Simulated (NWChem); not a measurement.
Species: CH5NOTe; SMILES CO[Te]N

```xyz
9

Te     0.3358    -0.4559    -0.0316
O      0.1372     1.4469     0.5786
C     -0.3601     2.3817    -0.3379
H     -1.4173     2.1944    -0.6098
H     -0.3122     3.3739     0.1419
H      0.2255     2.4265    -1.2760
N     -1.5370    -1.1676     0.0591
H     -2.1897    -0.7847    -0.6190
H     -1.9459    -1.1964     0.9893
```
Atoms are numbered in this order, from 1.

Results from NWChem. Geometry: optimised at PBE0/def2-SVP. No frequency run checked for a minimum. def2 effective core potentials on Te; no spin-orbit coupling. Ions are spin-unrestricted doublets at the neutral geometry; other ion states weren't tried.

For level PBE/def2-SVP:

| Property | Value |
|---|---|
| vertical ionisation energy, ΔSCF (eV) | 8.02 |
| −ε(HOMO) (eV) | 4.80 |

How do the values read with level PBE0/def2-SVP instead?


| Item | Result |
|---|---|
| vertical ionisation energy, ΔSCF (eV) | 8.24 |
| −ε(HOMO) (eV) | 5.99 |
